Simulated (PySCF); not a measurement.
This PySCF input asks for the NMR shieldings of `CC[C@@](F)([SiH2]F)C(Cl)(Cl)Cl`, C₄H₇Cl₃F₂Si; the geometry comes from GFN2-xTB.

```python
import basis_set_exchange as bse
import numpy as np
from pyscf import gto, dft
from pyscf.prop import nmr

atoms = """
C     2.014327    0.433501   -0.347242
C     0.771549   -0.321360   -0.804393
C    -0.277302   -0.411332    0.306250
F     0.311114   -1.067555    1.388133
Si   -0.875212    1.322040    0.938210
F    -0.669210    2.323318   -0.303867
C    -1.467442   -1.265106   -0.110690
Cl   -2.520957   -1.576902    1.289231
Cl   -2.396394   -0.370410   -1.325311
Cl   -1.014656   -2.848155   -0.790169
H     2.777774    0.379422   -1.119029
H     1.790400    1.480739   -0.158753
H     2.411107   -0.011939    0.561533
H     0.322743    0.177975   -1.663354
H     1.060293   -1.332210   -1.100238
H    -2.288114    1.369665    1.245551
H     0.042983    1.730341    1.984229
"""
names = dict.fromkeys(["C", "F", "Si", "Cl", "H"], "pcSseg-1")
basis = {el: gto.basis.parse(bse.get_basis(n, elements=[el], fmt="nwchem")) for el, n in names.items()}
mol = gto.M(atom=atoms, basis=basis, charge=0, verbose=0)
mf = dft.RKS(mol, xc="PBE0")
mf.grids.level = 2
mf.grids.alignment = dft.numint.BLKSIZE   # the property module wants whole blocks of grid points
mf.conv_tol = 1e-9
mf.kernel()

calc = nmr.RKS(mf)   # GIAO
C = mf.mo_coeff
Co = C[:, mf.mo_occ > 0]
resp = mf.gen_response(singlet=True, hermi=2)
def vind(x):   # induced exchange potential for any number of trial vectors
    d = np.einsum("pi,xij,qj->xpq", C, 2 * x.reshape(-1, C.shape[1], Co.shape[1]), Co, optimize=True)
    return np.einsum("xpq,pi,qj->xij", resp(d - d.transpose(0, 2, 1)), C, Co, optimize=True).ravel()
mo1, _ = nmr.rhf.solve_mo1(calc, with_cphf=vind)
sigma = calc.kernel(mo1)
for i, s in enumerate(sigma):   # ppm
    w = np.linalg.eigvalsh((s + s.T) / 2)
    print("%2d %-2s iso %8.1f  s11 %8.1f  s22 %8.1f  s33 %8.1f" % (i, mol.atom_pure_symbol(i), w.mean(), *w))
```

Question: What does it print?

Answer: 
```
 0 C  iso    175.6  s11    166.3  s22    173.2  s33    187.2
 1 C  iso    154.9  s11    141.5  s22    151.1  s33    172.1
 2 C  iso     81.6  s11     61.3  s22     74.7  s33    108.8
 3 F  iso    362.1  s11    320.0  s22    367.2  s33    399.0
 4 Si iso    347.6  s11    318.1  s22    331.9  s33    393.0
 5 F  iso    389.4  s11    361.3  s22    375.9  s33    430.8
 6 C  iso     60.4  s11     50.3  s22     56.7  s33     74.1
 7 Cl iso    483.0  s11    145.6  s22    362.5  s33    940.8
 8 Cl iso    509.6  s11    200.5  s22    404.6  s33    923.7
 9 Cl iso    517.0  s11    171.1  s22    436.2  s33    943.8
10 H  iso     30.4  s11     25.3  s22     27.3  s33     38.7
11 H  iso     30.4  s11     24.6  s22     30.5  s33     36.1
12 H  iso     30.2  s11     25.0  s22     29.6  s33     36.0
13 H  iso     29.3  s11     24.8  s22     30.6  s33     32.6
14 H  iso     29.2  s11     22.6  s22     31.1  s33     33.9
15 H  iso     26.2  s11     22.0  s22     26.8  s33     29.7
16 H  iso     26.5  s11     23.8  s22     24.4  s33     31.4
```

These numbers come from an equivalent density-fitted implementation of the same equations, which agrees with the script to about 0.01 ppm for H and up to a few tenths of a ppm for heavy atoms, so last digits may differ.

Question: Turn these shieldings into chemical shifts. Scale: 13C (186.93 ppm), 29Si (349.16 ppm), 1H (31.72 ppm) vs TMS; 19F (170.95 ppm) vs CFCl3; 35Cl (949.78 ppm) against HCl (reference shieldings calculated alike).

Answer: Averaging equivalent atoms: C 6: 126.6; C 2: 105.3; C 1: 32.0; C 0: 11.3; F 3: -191.1; F 5: -218.4; Si 4: 1.5; Cl 7/8/9: 447; H 15: 5.53; H 16: 5.20; H 14: 2.51; H 13: 2.39; H 10/11/12: 1.38 ppm. Unscaled 19F shifts against computed CFCl3 carry errors that often reach 10 to 50 ppm.

Size and cost of the density-fitted run: 233 basis functions, 51 s wall time on 1 thread of an Arm Neoverse V1, shared host; peak memory 1.1 GiB.
